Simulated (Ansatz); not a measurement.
Isolated molecules relaxed with PBE0-D4/def2-TZVP in Ansatz; ΔE leaves out vibrations. CCSD(T)/CBS adds triple-zeta CCSD(T) − MP2 to the extrapolated MP2 energy (def2 sets, frozen cores). This one scheme is used for every species. Functionals use def2-TZVPP. One conformer a species, not always the lowest.

`O[SiH2]O[SiH2][SiH3]` + `[NH2][AlH2]` → `[AlH2][NH][SiH2][SiH3]` + `O[SiH2]O`  (ligand exchange at the Si–O bond)

`O[SiH2]O[SiH2][SiH3]`:

Z-matrix (Å, degrees):
```
Si
O 1 1.631
O 1 1.638 2 112.4
H 1 1.482 2 106.2 3 121.6
H 1 1.480 2 109.8 3 -116.3
Si 2 1.645 1 142.5 3 70.5
H 3 0.958 1 118.3 2 71.2
Si 6 2.347 2 111.8 1 27.3
H 6 1.487 2 107.8 1 148.6
H 6 1.489 2 109.3 1 -94.3
H 8 1.488 6 110.8 2 -60.0
H 8 1.489 6 108.9 2 -179.6
H 8 1.488 6 111.0 2 60.9
```

`[NH2][AlH2]`:

Cartesian coordinates in Å:
```
N -0.677 0.130 -0.636
Al 0.598 -0.115 0.562
H -1.241 -0.603 -1.035
H -0.943 1.022 -1.020
H 0.879 -1.594 1.052
H 1.384 1.160 1.077
```

`[AlH2][NH][SiH2][SiH3]`:

```xyz
12

Al   -0.603    2.510    0.566
N     0.129    1.160   -0.340
Si    0.859   -0.293    0.256
Si   -0.252   -2.209   -0.515
H    -0.590    2.434    2.144
H    -1.223    3.700   -0.274
H     0.103    1.232   -1.350
H     0.793   -0.236    1.741
H     2.297   -0.398   -0.135
H     0.431   -3.452   -0.062
H    -0.287   -2.215   -2.006
H    -1.658   -2.235   -0.025
```

`O[SiH2]O`:

Z-matrix (Å, degrees):
```
Si
O 1 1.642
O 1 1.642 2 113.5
H 1 1.481 2 111.5 3 116.9
H 1 1.481 2 103.8 3 -121.2
H 2 0.958 1 117.7 3 -66.0
H 3 0.958 1 117.7 2 -66.0
```

Problem. Is it downhill or uphill in electronic energy at CCSD(T)/CBS, and by how much? (Best estimate.)

Solution. The calculation gave: Uphill: ΔE = +0.50 eV.

Problem. What do these levels give: PBE-D4, ωB97X-V, PBE0, CCSD/def2-TZVPP, HF/CBS(def2), CCSD/CBS(def2)? (Best estimate.)

Solution. The calculation gave: PBE-D4 0.44, ωB97X-V 0.51, PBE0 0.45, CCSD/def2-TZVPP 0.50, HF/CBS(def2) 0.62, CCSD/CBS(def2) 0.52 eV.

Largest T1 diagnostic among the species: 0.013.

In def2-TZVPP, CCSD(T) changes the Hartree–Fock value by −0.12 eV (the triples alone add −0.02 eV) and MP2 by −0.13 eV.
